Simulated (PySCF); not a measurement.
# Atomic charges by several schemes

C6H6FP.
Z-matrix (Å and degrees, GFN2-xTB geometry), rows numbered from 1:
```
C 
C   1  1.5002
P   2  1.7447  1  118.69
C   3  1.7328  2  100.99  1  -179.91
C   4  1.3785  3  125.82  2     0.02
C   5  1.3840  4  122.97  3    -0.07
C   2  1.3826  1  119.26  3  -179.96
F   7  1.3580  2  117.02  1    -0.06
H   1  1.0899  2  110.36  3   120.75
H   1  1.0875  2  110.62  3     0.03
H   1  1.0899  2  110.39  3  -120.71
H   4  1.0830  3  115.87  2   179.97
H   5  1.0818  4  118.87  3   179.93
H   6  1.0794  5  120.40  4  -179.96
```

Density: PBE0/pcSseg-1 (PySCF); schemes: Mulliken, IAO, Hirshfeld and ESP-fitted. Isolated species at its GFN2-xTB geometry, gas phase.

**Question.** Which atoms carry the highest charge in the Mulliken, IAO, Hirshfeld and ESP-fitted schemes?

**Answer.** The schemes don't all agree: Mulliken P3 (+0.520); IAO P3 (+0.369); Hirshfeld P3 (+0.094); ESP-fitted C2 (+0.327).

**Question.** Which atoms carry the lowest charge in the Mulliken, IAO, Hirshfeld and ESP-fitted schemes?

**Answer.** The schemes don't all agree: Mulliken C2 (-0.667); IAO C1 (-0.418); Hirshfeld C1 (-0.125); ESP-fitted C1 (-0.562).

**Question.** At which atom do the 4 schemes differ most?

**Answer.** At C2: from -0.667 (Mulliken) to +0.327 e (ESP-fitted), 0.994 e apart.

**Question.** Tabulate the Mulliken, IAO, Hirshfeld and ESP-fitted charges.

**Answer.** In e:

```
atom                  environment  Mulliken     IAO  Hirshfeld  ESP-fitted
  C1         benzylic-type carbon    -0.148  -0.418     -0.125      -0.562
  C2  substituted aromatic carbon    -0.667  -0.238     -0.062      +0.327
  P3     phosphorus bonded to 2 C    +0.520  +0.369     +0.094      -0.221
  C4           aromatic CH carbon    -0.410  -0.387     -0.113      +0.036
  C5           aromatic CH carbon    -0.023  -0.131     -0.041      -0.433
  C6           aromatic CH carbon    -0.169  -0.181     -0.060      -0.010
  C7          aromatic C–F carbon    +0.429  +0.293     +0.088      +0.030
  F8                aryl fluorine    -0.287  -0.278     -0.078      -0.162
  H9              methyl hydrogen    +0.138  +0.161     +0.047      +0.168
 H10              methyl hydrogen    +0.121  +0.151     +0.043      +0.166
 H11              methyl hydrogen    +0.139  +0.161     +0.047      +0.169
 H12            aromatic hydrogen    +0.136  +0.166     +0.046      +0.131
 H13            aromatic hydrogen    +0.105  +0.160     +0.056      +0.214
 H14            aromatic hydrogen    +0.114  +0.173     +0.058      +0.148
```

Mean size of the charges over all atoms: Mulliken 0.243 e, IAO 0.233 e, ESP-fitted 0.198 e, Hirshfeld 0.068 e. Each set sums to the total charge, 0, to within 0.001 e. The IAO scheme projects the occupied orbitals on a minimal set of polarised atomic orbitals and counts the electrons in each atom's part of it.

**Question.** How closely do the schemes follow one another over all atoms?

**Answer.** Correlation coefficient and root-mean-square difference: IAO with Hirshfeld 1.00, 0.179 e; Mulliken with IAO 0.87, 0.151 e; Mulliken with Hirshfeld 0.84, 0.246 e; Hirshfeld with ESP-fitted 0.43, 0.226 e; IAO with ESP-fitted 0.38, 0.277 e; Mulliken with ESP-fitted -0.06, 0.405 e.

**Question.** How many electrons does the Hirshfeld scheme count on C1?

**Answer.** Z − q = 6 − (-0.125) = 6.125.

The run behind these numbers computed NMR shieldings as well. Cost: about 70 s of CPU time on one thread; the machine was shared, so the figure is rough.
